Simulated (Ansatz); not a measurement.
PBE exchange is replaced step by step with exact exchange (0 % is PBE, 25 % PBE0; no dispersion term), basis def2-SVP, Ansatz. System: C₂₈H₂₆F₄O₃S (relaxed from a model of trityl norbornyl tetrafluoroethanesulfonate, whose bonding it doesn't keep). Charge 0, multiplicity 1. Geometry: PBE-D4/def2-SVP.

Geometry of the singlet:

Cartesian coordinates in Å:
```
O 0.397 -0.828 0.709
S 0.029 0.590 0.543
O -0.707 1.320 1.583
O -0.622 0.867 -0.947
C 1.612 1.568 0.137
F 1.262 2.713 -0.477
F 2.335 0.814 -0.723
C 2.446 1.887 1.420
F 1.790 2.899 2.060
F 3.631 2.408 0.953
C 2.678 0.726 2.372
C 3.514 -0.454 1.784
C 4.600 -0.675 2.858
C 3.926 -1.204 4.148
C 3.194 0.058 4.708
C 3.488 1.134 3.639
C 4.938 0.780 3.245
H 1.667 0.395 2.681
H 2.886 -1.345 1.592
H 3.984 -0.165 0.824
H 5.444 -1.297 2.504
H 3.234 -2.044 3.935
H 4.684 -1.582 4.863
H 2.107 -0.098 4.858
H 3.617 0.368 5.685
H 3.294 2.171 3.971
H 5.327 1.382 2.401
H 5.642 0.857 4.099
C -4.528 -0.314 1.821
C -3.593 -1.334 1.591
C -2.710 -1.254 0.505
C -2.758 -0.151 -0.370
C -1.718 0.025 -1.480
C -1.137 -1.278 -2.044
C -1.971 -2.386 -2.290
C -1.462 -3.542 -2.899
C -0.112 -3.607 -3.274
C 0.722 -2.503 -3.037
C 0.213 -1.346 -2.432
C -2.252 0.844 -2.667
C -3.433 0.426 -3.313
C -3.924 1.127 -4.421
C -3.242 2.257 -4.902
C -2.069 2.678 -4.261
C -1.574 1.977 -3.149
C -3.690 0.876 -0.125
C -4.570 0.795 0.961
H -5.219 -0.379 2.675
H -3.544 -2.201 2.267
H -1.962 -2.043 0.352
H -3.030 -2.355 -1.994
H -2.128 -4.400 -3.077
H 0.290 -4.515 -3.748
H 1.784 -2.541 -3.325
H 0.876 -0.492 -2.247
H -3.982 -0.450 -2.939
H -4.850 0.789 -4.910
H -3.628 2.808 -5.773
H -1.528 3.565 -4.625
H -0.661 2.319 -2.644
H -3.718 1.751 -0.790
H -5.291 1.606 1.140
```

Single mean-field runs in def2-SVP are fitted with def2-universal-jkfit.

```
exact exchange (%)  HOMO (eV)  LUMO (eV)  gap (eV)
                 0      -5.91      -1.69      4.22
                 5      -6.11      -1.52      4.59
                15      -6.50      -1.18      5.33
                25      -6.90      -0.84      6.07
                35      -7.30      -0.50      6.80
                50      -7.89       0.01      7.91
```

**Question.** Fit a straight line to the column «gap (eV)» against the share of exact exchange and predict its value at 10 %.

**Answer.** With x = exact exchange (%) and y = gap (eV): mean x = 21.67, mean y = 5.82; Σ(x − x̄)(y − ȳ) = 131.6, Σ(x − x̄)² = 1783; slope b = 0.07381, intercept a = ȳ − b·x̄ = 4.221. The residuals of the fitted rows reach 0.00. At x = 10 the line gives 4.221 + (0.07381 × 10) = 4.96; the run gave 4.96, the same within rounding.
